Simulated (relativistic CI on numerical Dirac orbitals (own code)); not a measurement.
## Energy levels of Re39+

Computed by Dirac-Coulomb-Breit CI, orbitals from a KLI potential per configuration, QED by a radiative potential, unscaled Slater integrals (own radial code, finite nucleus).

Configuration list (outside the closed core [Ar] 3d10): 4s2 4p6, 4s2 4p5 4d, 4s 4p6 4d, 4s2 4p5 4f, 4s 4p6 4f, 4p6 4d 4f, 4s2 4p5 5s, 4s2 4p5 5p, 4s 4p6 5s, 4s2 4p5 5d, 4s 4p6 5p, 4s2 4p5 5f, 4s2 4p5 5g, 4s 4p6 5d, 4p6 4f 5s, 4s2 4p5 6s, 4s 4p6 5f, 4s2 4p5 6p, 4s 4p6 5g, 4s2 4p5 6d, 4s2 4p5 6f, 4p6 4d2, 4p5 4d3, 4p5 4d2 4f, 4p5 4d2 5s, 4p5 4d2 5p, 4p6 4f2, 4p5 4d 4f2, 4p5 4f3, 4p5 4f2 5s, 4p5 4f2 5p, 4p6 4d 5s, 4p5 4d 4f 5s, 4p5 4d 5s2, 4p5 4d 5s 5p. Double excitations out of closed p, d and f shells are left out; levels of such configurations are missing from the list, as are those of other unlisted configurations, and high levels can miss mixing partners. These lack a partner that the ground configuration has and come out too high: 4s2 4p5 5d, 4s2 4p5 5f, 4s2 4p5 5g, 4s2 4p5 6s, 4s2 4p5 6p.

```csv
No.,Configuration,Term,J,E (10³ cm⁻¹),%,Next component (%),jj configuration (%)
1,4s2 4p6,1S,0,0.0,100,,closed (100)
2,4s2 4p5 4d,3P°,0,1226.7,100,,4p3/2^3 4d3/2 (100)
3,4s2 4p5 4d,3P°,1,1265.3,74,26 3D°,4p3/2^3 4d3/2 (93)
4,4s2 4p5 4d,3F°,3,1289.5,58,34 1F°,4p3/2^3 4d3/2 (100)
5,4s2 4p5 4d,3D°,2,1301.7,53,19 3F°,4p3/2^3 4d3/2 (99)
6,4s2 4p5 4d,3F°,4,1426.1,100,,4p3/2^3 4d5/2 (100)
7,4s2 4p5 4d,1D°,2,1447.8,47,43 3P°,4p3/2^3 4d5/2 (99)
8,4s2 4p5 4d,3D°,3,1493.9,69,30 1F°,4p3/2^3 4d5/2 (100)
9,4s2 4p5 4d,3D°,1,1627.3,42,40 1P°,4p3/2^3 4d5/2 (86)
10,4s2 4p5 4d,3F°,2,2069.9,72,23 1D°,4p1/2 4p3/2^4 4d3/2 (100)
11,4s2 4p5 4d,3P°,2,2244.5,42,39 3D°,4p1/2 4p3/2^4 4d5/2 (100)
12,4s2 4p5 4d,1P°,1,2257.4,59,33 3D°,4p1/2 4p3/2^4 4d3/2 (93)
13,4s2 4p5 4d,3F°,3,2264.9,41,36 1F°,4p1/2 4p3/2^4 4d5/2 (100)
14,4s2 4p5 4f,3D,1,2870.8,56,44 4s 4p6 4d 3D,4p3/2^3 4f5/2 (56)
15,4s2 4p5 4f,3D,2,2921.7,47,40 4s 4p6 4d 3D,4p3/2^3 4f5/2 (38)
16,4s2 4p5 4f,3D,3,3013.5,40,32 3F,4p3/2^3 4f7/2 (55)
17,4s2 4p5 4f,3G,4,3019.6,57,38 1G,4p3/2^3 4f5/2 (100)
18,4s2 4p5 4f,3G,5,3041.8,100,,4p3/2^3 4f7/2 (100)
19,4s2 4p5 4f,1F,3,3055.2,49,27 3G,4p3/2^3 4f5/2 (76)
20,4s2 4p5 4f,3F,4,3100.0,68,28 1G,4p3/2^3 4f7/2 (100)
21,4s2 4p5 4f,3F,2,3102.2,39,24 4s 4p6 4d 3D,4p3/2^3 4f5/2 (59)
22,4s 4p6 4d,3D,1,3118.5,56,44 4s2 4p5 4f 3D,4s 4d3/2 (56)
23,4s2 4p5 4f,1D,2,3130.4,42,20 4s 4p6 4d 1D,4p3/2^3 4f7/2 (68)
24,4s 4p6 4d,3D,3,3216.2,75,9 4s2 4p5 4f 3F,4s 4d5/2 (75)
25,4s 4p6 4d,1D,2,3261.1,65,26 3D,4s 4d5/2 (90)
26,4s2 4p5 4f,3G,3,3813.4,71,20 1F,4p1/2 4p3/2^4 4f5/2 (100)
27,4s2 4p5 4f,3D,3,3868.9,50,31 3F,4p1/2 4p3/2^4 4f7/2 (98)
28,4s2 4p5 4f,3F,2,3870.2,44,38 1D,4p1/2 4p3/2^4 4f5/2 (99)
29,4s2 4p5 4f,3G,4,3870.4,39,34 1G,4p1/2 4p3/2^4 4f7/2 (100)
30,4s 4p6 4f,3F°,2,4752.6,100,,4s 4f5/2 (100)
31,4s 4p6 4f,3F°,3,4762.8,89,11 1F°,4s 4f5/2 (86)
32,4s 4p6 4f,3F°,4,4793.7,100,,4s 4f7/2 (100)
33,4s 4p6 4f,1F°,3,4830.4,89,11 3F°,4s 4f7/2 (86)
34,4s2 4p5 5s,3P°,2,5646.2,100,,4p3/2^3 5s (100)
35,4s2 4p5 5s,1P°,1,5662.6,65,35 3P°,4p3/2^3 5s (100)
36,4s2 4p5 5p,3P,1,6040.1,47,36 3S,4p3/2^3 5p1/2 (99)
37,4s2 4p5 5p,3D,2,6049.4,51,34 1D,4p3/2^3 5p1/2 (100)
38,4p6 4d2,3F,2,6064.7,76,21 1D,4d3/2^2 (98)
39,4p6 4d2,3P,0,6138.1,74,25 1S,4d3/2^2 (97)
40,4p6 4d2,3F,3,6221.1,99,1 4p5 4d2 4f 3F,4d3/2 4d5/2 (99)
41,4p6 4d2,3P,2,6257.1,50,31 1D,4d3/2 4d5/2 (98)
42,4p6 4d2,1G,4,6265.4,64,35 3F,4d3/2 4d5/2 (96)
43,4p6 4d2,3P,1,6268.2,99,1 4p5 4d2 4f 3P,4d3/2 4d5/2 (99)
44,4s2 4p5 5p,1P,1,6380.9,55,34 3S,4p3/2^3 5p3/2 (99)
45,4s2 4p5 5p,3D,3,6382.5,100,,4p3/2^3 5p3/2 (100)
```

Energies count from the lowest computed level; ° marks odd parity. Filled j subshells are mostly left out of the jj labels.

The mean weight of the leading LS term, summed over parents, in these 45 levels is 67 %, and that of the leading jj configuration (from the same eigenvectors) 91 %, so jj coupling describes them better and the LS labels are nominal.

At this charge energies of transitions that change n are usually good to better than 1 %, and those within a shell (Δn = 0) to a few per cent.

LS names give the leading component of a level, which can be under half, so a name can repeat, a term be missing and a line seem to break the LS rules.
